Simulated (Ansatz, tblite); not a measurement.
Forces on Li₅H₆ at its r2SCAN-D4/def2-TZVP geometry. The state is a doublet with charge 0.

The xTB rows come from tblite. In the doublet, H8 and H11 lie 0.75 Å apart (atoms count from 1), so H2 has formed as a molecule. Another isomer (doublet) lies 0.23 eV lower at PBE0-D4/def2-TZVP; other spin states weren't run for this one.

GFN1-xTB (tblite), largest force 1.48 eV/Å:

```xyz
11
positions Å, forces eV/Å
Li    2.239   -1.930   -0.136   -0.317    0.175    0.077
Li    1.648    1.089    0.126   -0.342   -0.123   -0.326
Li   -0.140   -1.133    0.745    0.166    0.125   -0.168
Li    0.485   -0.118   -1.918    0.061    0.297    0.383
Li   -1.000    1.158   -0.115   -0.083    0.067    0.011
H    -0.912   -0.493   -0.858   -0.124   -0.202   -0.020
H     2.038   -0.378   -0.938    0.285   -0.142   -0.079
H    -2.757    2.100    0.337    0.321    1.154   -0.876
H     0.223    0.682    1.134    0.021   -0.053    0.231
H     1.012   -2.456    0.869    0.055   -0.062    0.005
H    -2.834    1.479    0.753   -0.045   -1.235    0.762
```

GFN2-xTB (tblite), largest force 1.48 eV/Å:

```
Li -0.463 0.155 0.171
Li -0.274 0.219 -0.226
Li 0.290 -0.165 -0.068
Li -0.102 0.398 0.076
Li 0.316 0.312 -0.365
H -0.201 -0.465 -0.063
H 0.403 -0.558 0.099
H 0.149 1.119 -0.755
H 0.108 -0.145 0.479
H 0.066 0.296 -0.212
H -0.292 -1.165 0.864
```

PBE-D4/def2-TZVP (Ansatz), largest force 0.33 eV/Å:

```
Li -0.047 0.031 0.008
Li -0.026 -0.031 -0.003
Li 0.025 0.018 -0.025
Li -0.002 -0.005 0.040
Li -0.005 -0.022 0.016
H -0.001 0.004 -0.013
H 0.019 0.004 -0.014
H 0.051 0.264 -0.187
H 0.006 0.013 0.001
H 0.001 0.000 0.000
H -0.020 -0.277 0.177
```
